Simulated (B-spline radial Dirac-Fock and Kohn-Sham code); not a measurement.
Kohn-Sham estimates against Dirac-Fock for the levels of Hg⁴¹⁺

System: the Hg⁴¹⁺ ion, [Kr] 4d3.

The density-functional columns are spherical, spin-unpolarised Dirac-Kohn-Sham results without Breit or QED terms: −ε is minus the orbital energy of the initial state and ΔSCF the difference of two total energies. The reference in the last column comes from relaxed Dirac-Fock hole states (ΔSCF) with Breit and QED corrections and a finite nucleus. All numbers are from a radial atomic solver, in eV; a selection of levels is shown. The Kohn-Sham columns are given as differences from the reference. For the 1s level of heavy atoms much of the gap between ΔSCF and the reference is the Breit and QED part, -456.1 eV here; for other levels the error of the functional can be larger.

| level | LDA −ε − DF | LDA ΔSCF − DF | Dirac-Fock |
| --- | --- | --- | --- |
| 1s | -206.8 | +443.9 | 85026.6 |
| 2s | -199.0 | -53.5 | 16780.5 |
| 2p1/2 | -144.8 | +35.1 | 16141.0 |
| 2p3/2 | -164.5 | -9.6 | 14214.6 |
| 3s | -116.3 | -56.2 | 5441.2 |
| 3p1/2 | -95.9 | -32.4 | 5160.6 |
| 3p3/2 | -94.1 | -35.4 | 4717.0 |
| 3d3/2 | -67.6 | -0.5 | 4264.1 |
| 3d5/2 | -69.3 | -3.9 | 4170.5 |
| 4s | -47.5 | -16.0 | 2442.9 |
| 4p1/2 | -30.9 | +0.8 | 2313.2 |
| 4p3/2 | -32.2 | -2.2 | 2175.8 |
| 4d | -27.0 | +3.6 | 1972.0 |

Values without a named source are computed, but for edge energies of neutral atoms, which are taken from tables.
